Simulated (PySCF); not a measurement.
## Does the structure fit the spectrum?

A compound C4H12Si3 gives the data below (simulated from a calculation) and was assigned the structure `C[C@H]([SiH3])[SiH2]C#C[SiH3]`.

¹³C{¹H} NMR (computed): δ 170.5 (C), 165.4 (CH), 144.0 (CH2), 139.4 (CH).

¹H NMR (600 MHz, computed): δ 7.94 (q, 1H), 6.56 (m, 1H), 6.51 (m, 1H), 6.28 (m, 1H), 4.79 (d, 2H), 4.29 (s, 3H), 4.24 (d, 3H).

[PySCF: structure optimised with GFN2-xTB; GIAO PBE0/pcSseg-1 shieldings; isolated molecule; rapidly exchanging positions averaged; no relativistic terms; a single conformation]

Chemical shifts δ = σref − σ; ¹H (σref 31.72) and ¹³C (σref 186.93) vs TMS, all at this level.

Q: Compare with the shifts computed for the proposed structure, pairing carbons in order of shift.

A: Mapped SMILES: `[CH3:1][C@H:2]([SiH3:3])[SiH2:4][C:5]#[C:6][SiH3:7]`; H(Xn) means a hydrogen on atom n.

| atom | computed for proposal | given list | difference |
| --- | --- | --- | --- |
| C5 | 119.0 | 170.5 | -51.5 |
| C6 | 114.6 | 165.4 | -50.8 |
| C1 | 14.3 | 144.0 | -129.7 |
| C2 | 1.9 | 139.4 | -137.5 |

The rms difference is 101.2 ppm and the largest -137.5 ppm at C2 (sp3 CH bonded to 2 Si). The carbon types in order of shift don't match either: C, C, CH3, CH for the proposal against C, CH, CH2, CH in the data. The proposal doesn't fit.

Q: Which isomer fits?

A: `C=C[SiH2]/C([SiH3])=C\[SiH3]`.

Carbon types of the structure: 1 × C, 2 × CH, 1 × CH2, leaving 8 H on heteroatoms. δC 170.5: fully substituted alkene carbon. δC 165.4, 139.4: alkene CH. δC 144.0: terminal =CH2 carbon; an sp2 carbon of a C=C bond. δH 6.51, 6.28: hydrogen on a terminal =CH2 carbon; olefinic region.

Other isomers checked: [SiH3]/C=C/[SiH2][SiH]1CC1 (rms 102.2 ppm).

The data come from this structure; uniqueness wasn't tested.

Shifts are as computed. Against solution values, carbons near 30 ppm lie about +3 ppm off and those near 130 ppm about +5 ppm. Of 1211 compounds with measured shifts, 218 miss one by over three times the rms of a fit or turn the order of signals round; such compounds aren't used in these exercises. Multiplicities follow the n + 1 count of equivalent neighbours, as no J values were calculated; m marks all less simple cases, F and P coupling included.
